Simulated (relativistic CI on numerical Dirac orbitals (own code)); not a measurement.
## C⁺: what numerical and physical settings do to a radial Dirac CI calculation

Reference input:

```
atom C  Z=6  charge=1  electrons=5
nucleus A=12  rms_radius_fm=2.4702
hamiltonian dirac-coulomb  breit=on  qed=on  c_scale=1
orbitals kli  potential=per-configuration
slater_scale 1
correlation none
mixing on
grid step=0.0125 r_max=34.5
scf mixing=0.4 start=green max_iterations=150 tolerance=2e-08 node_fill=0.05
configurations
  [He] 2s2 2p
  [He] 2s 2p2
  [He] 2p3
end
```

Computed lowest total energy -37.34223 Ha, first excitation 59.5 cm⁻¹, 27 SCF steps. Runs with settings changed; * marks those that are bad on purpose (the QED terms keep the true α when c is scaled):

| Changed | Outcome | Lowest level | ΔE (Ha) | First excitation (cm⁻¹) | SCF steps | Message |
| --- | --- | --- | --- | --- | --- | --- |
| speed of light × 10, end of the grid at 51.75 bohr, SCF tolerance 0.0001 | converged | 2s2 2p 2P°_1/2 | 0.0136 | 0.6 | 19 |  |
| QED terms off | converged | 2s2 2p 2P°_1/2 | -0.00167 | 59.3 | 27 |  |
| SCF tolerance 1e-05, speed of light × 2, QED terms off | converged | 2s2 2p 2P°_1/2 | 0.00876 | 14.8 | 20 |  |
| speed of light × 1.25 | converged | 2s2 2p 2P°_1/2 | 0.00498 | 38.1 | 27 |  |
| end of the grid at 5.17 bohr * | not converged |  |  |  | 9 | orbital 2s not found |
| charge 2 * | refused |  |  |  | 0 | configuration [He] 2s2 2p has 5 electrons, the ion has 4 |

With so few configurations and no correlation, terms lie too far apart (by 10 to 50 % near neutrality), their order can be wrong, and levels of other configurations are missing.
